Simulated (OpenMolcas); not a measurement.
Ni2+: effect of the metal basis

Ni2+ with 6 ligands (oxide) in octahedral coordination (Oh) at 2.17 Å. A charge of +1.67 e stands 3.2 Å behind each ligand.

* Program: OpenMolcas
* Method: SS-CASPT2, IPEA 0.25 Eh, imaginary shift 0.1 Eh (closed shells correlated: 3s 3p and the ligand valence shells)
* Spin-orbit coupling: RASSI with atomic mean-field integrals over the reference wave functions

Fixed: ligand basis ANO-RCC-VDZP, active space 8 electrons in 5 orbitals (3d), DKH2 Hamiltonian.

States (labels of O, the rotations of Oh). Energies in cm-1 above the lowest state or level, χT in cm3 K/mol.

```csv
Run,Metal basis,Ground state,First state of that spin,First gap with spin-orbit (degeneracies),χT at 300 K,First state of another spin,Cost
A,ANO-RCC-VDZP,3A2,3T2 4550,"4220 (3, 2)",1.672,1E 13820,roughly 50 core-seconds
B,ANO-RCC-VTZP,3A2,3T2 4700,"4350 (3, 2)",1.648,1E 13100,roughly 2.8 core-minutes
```

Against A, the first state of the same spin changes by +3.3 % in B.

Costs are those of the CASPT2 steps.

Roots that are degenerate in the reference are averaged as groups; the widest CASPT2 spread within a group is 260 cm-1 (the 3-fold group of multiplicity 3 near 4550 cm-1 above the lowest state of its run, A). Shifts and gaps below about the spread of the groups concerned are not significant. Over all roots computed the reference weight is 0.62 to 0.63 in A, 0.60 to 0.61 in B; a low but even weight reflects the number of correlated electrons. The oxide ions are held by bare point charges, a crude embedding. A single d shell leaves out the double-shell effect, which counts most for late 3d ions, where the CASPT2 field can be off either way by tens of per cent. Ligand-to-metal charge-transfer states are missing. With oxide or sulfide held by bare charges the field of late divalent 3d ions can come out several times too small, and g and χT far too large. These CASPT2 states fit no ligand-field parameters well, so their order and spin gaps are uncertain. For late 3d ions with one d shell CASPT2 can put B and the spin-flip bands somewhat low as well as high. With one d shell and no ligand orbital active, 10Dq can be off by tens of per cent for divalent 3d ions, low with halides held by bare charges and at times high in hosts, and the orbital part of g and χT goes as 1/10Dq. Free-ion shares, where given, are those of the reference states; single-state CASPT2 does not remix them. The distance lies 5 % over the 2.07 Å that this model takes as the normal distance (a Shannon-type radius plus a fixed donor radius); by an R⁻⁵ law this alone changes a d-shell field by about -21 %. No measured value stands beside these numbers; the geometry was imposed, not optimised, and the real ion may take another.
